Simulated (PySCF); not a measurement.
**Working out the excitation energy of N²⁺**

N²⁺ [He] 2s2 2p1 (2P) → N²⁺ [He] 2s1 2p1 3s1 (4P). All numbers are calculated (PySCF 2.14, the spin-free X2C one-electron Hamiltonian (Gaussian nucleus), in aug-cc-pVDZ-DK (4s3p2d, 23 functions)). Frozen: 1s2. Energies in hartree (1 hartree = 27.21139 eV):

```json
{"part": "UHF", "N²⁺ (lower)": "-52.836973", "N²⁺ (upper)": "-51.580622"}
{"part": "CCSD correlation", "N²⁺ (lower)": "-0.074608", "N²⁺ (upper)": "-0.011189"}
{"part": "(T)", "N²⁺ (lower)": "-0.000561", "N²⁺ (upper)": "-0.000046"}
```

**Question.** What does Hartree-Fock give?

**Answer.** (-51.580622) − (-52.836973) = 1.256351 hartree = 34.187 eV.

**Question.** What do CCSD and CCSD(T) give?

**Answer.** The CCSD correlation energies differ by 0.063419 hartree = 1.726 eV and the triples by 0.000515 hartree = 0.014 eV, so CCSD gives 35.913 eV and CCSD(T) 35.927 eV.

A double-zeta basis recovers only part of the correlation energy.
